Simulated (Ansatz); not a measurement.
Input file for Ansatz (an electronic-structure program): U-CCSD(T)/6-31G on GaP, 2S+1 = 3, a point of a bond scan (R = 1.805 Å). The run froze 19 orbitals, filled d shells among them.

Ansatz 0.2 input:
```yaml
crystal:
  periodic: [false, false, false]
  atoms:
    - {symbol: Ga, position_ang: [-0.00000000, -0.00000000, -0.73586092]}
    - {symbol: P, position_ang: [0.00000000, 0.00000000, 1.06945119]}
basis:
  gaussian:
    orbitals: 6-31G
magnetization: {spin_polarized: true, initial_magnetization: 2}
correlation: {method: ccsd_t, electrons: outside_noble_gas}
scf: {omitted_lower_state_checks: [cluster_reference]}
```

Output:

```
WARN ansatz: RAYON_NUM_THREADS=1 ignored (pool sized by the plan → 1); use --threads N
Functional definition: HF
these checks for a lower state are left out or cut short: cluster_reference
integrals: 0.02 GiB planned
397 factors; integrals over basis functions are off by at most 1.0e-4 eV
mean field: 0.11 GiB planned
mean field evaluation 1: about -61591.8188 eV, gradient 8.1e0 eV
mean field evaluation 2: about -61591.8232 eV, gradient 8.1e0 eV
mean field evaluation 4: about -61592.4680 eV, gradient 1.3e0 eV
mean field evaluation 8: about -61592.5218 eV, gradient 1.2e-1 eV
mean field evaluation 16: about -61592.5183 eV, gradient 6.2e-1 eV
mean field evaluation 32: about -61591.3959 eV, gradient 7.9e-1 eV
mean field evaluation 64: about -61592.5233 eV, gradient 1.2e-1 eV
mean field -61592.52366701 eV, -2263.4834958507 hartree, gradient 7.1e-6 eV, S^2 2.009088; 10 other end points of the search recorded, 0 dependent functions left out
19 core orbitals not correlated
reference -61592.52366701 eV, -2263.4834958507 hartree; 5, 3 occupied and 18, 20 virtual orbitals, 397 factors
second order -1.77050738 eV of doubles, -0.00000000 eV of singles
coupled cluster: 0.06 GiB planned
cycle   1  -2.00292922 eV  change   -2.3e-1 eV  update   8.1e-2
cycle   2  -2.14953188 eV  change   -1.5e-1 eV  update   3.2e-2
cycle   3  -2.19252944 eV  change   -4.3e-2 eV  update   1.6e-2
cycle   4  -2.19471752 eV  change   -2.2e-3 eV  update   6.1e-3
cycle   5  -2.19671739 eV  change   -2.0e-3 eV  update   2.4e-3
cycle   6  -2.19724029 eV  change   -5.2e-4 eV  update   9.3e-4
cycle   7  -2.19732564 eV  change   -8.5e-5 eV  update   3.7e-4
cycle   8  -2.19747451 eV  change   -1.5e-4 eV  update   1.4e-4
cycle   9  -2.19742980 eV  change    4.5e-5 eV  update   5.9e-5
cycle  10  -2.19742974 eV  change    6.9e-8 eV  update   2.8e-5
cycle  11  -2.19743212 eV  change   -2.4e-6 eV  update   1.4e-5
cycle  12  -2.19743483 eV  change   -2.7e-6 eV  update   5.7e-6
perturbative correction -0.07904193 eV, -0.0029047372 hartree
Total energy: -61594.80014376 eV, -2263.5671548283 hartree
Checks for a lower state left out: cluster_reference
```

Self-consistency was reached.

Cost: around 1.0 core-seconds (rough).
